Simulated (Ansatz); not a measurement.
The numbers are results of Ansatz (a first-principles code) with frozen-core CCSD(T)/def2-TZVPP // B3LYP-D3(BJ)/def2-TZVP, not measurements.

Ansatz 0.2 input:
```yaml
crystal:
  periodic: [false, false, false]
  atoms:
    - { symbol: C, position_ang: [-1.532512, 0.386391, 0.058205] }
    - { symbol: C, position_ang: [-0.394193, -0.223525, -0.107923] }
    - { symbol: C, position_ang: [0.74759, -0.815221, -0.266622] }
    - { symbol: Se, position_ang: [2.474055, -0.054781, 0.122208] }
    - { symbol: H, position_ang: [-1.979125, 0.977034, -0.734808] }
    - { symbol: H, position_ang: [-2.07863, 0.320456, 0.99341] }
    - { symbol: H, position_ang: [0.822856, -1.826643, -0.646435] }
    - { symbol: H, position_ang: [1.939961, 1.236289, 0.581965] }
basis:
  gaussian: { orbitals: def2-TZVPP }
correlation:
  method: ccsd_t
```

Output:

```
Functional definition: HF
1208 factors; integrals over basis functions are off by at most 8.5e-4 eV
mean field evaluation 1: about -68454.1187 eV, gradient 2.8e1 eV
mean field evaluation 2: about -68454.3730 eV, gradient 2.8e1 eV
mean field evaluation 4: about -68456.8762 eV, gradient 3.9e0 eV
mean field evaluation 8: about -68456.9360 eV, gradient 2.9e-1 eV
mean field evaluation 16: about -68456.9366 eV, gradient 1.3e-6 eV
mean field -68456.93661278 eV, -2515.7460187415 hartree, gradient 1.3e-6 eV, S^2 0.000000; 0 other end points of the search recorded, 0 dependent functions left out
12 core orbitals not correlated
reference -68456.93661278 eV, -2515.7460187415 hartree; 16, 16 occupied and 169, 169 virtual orbitals, 1208 factors
second order -20.27475994 eV of doubles, -0.00000000 eV of singles
cycle   1  -20.32610758 eV  change   -5.1e-2 eV  update   1.0e-1
cycle   2  -20.89550744 eV  change   -5.7e-1 eV  update   3.3e-2
cycle   3  -21.00877755 eV  change   -1.1e-1 eV  update   1.6e-2
cycle   4  -21.00059517 eV  change    8.2e-3 eV  update   4.6e-3
cycle   5  -21.00274741 eV  change   -2.2e-3 eV  update   2.0e-3
cycle   6  -21.00339394 eV  change   -6.5e-4 eV  update   5.5e-4
cycle   7  -21.00321966 eV  change    1.7e-4 eV  update   2.4e-4
cycle   8  -21.00324704 eV  change   -2.7e-5 eV  update   7.9e-5
cycle   9  -21.00327010 eV  change   -2.3e-5 eV  update   3.1e-5
perturbative correction -0.98464144 eV, -0.0361849055 hartree
Total energy: -68478.92452433 eV, -2516.5540595868 hartree
```

Cost: about 4 core-minutes (a rough figure).
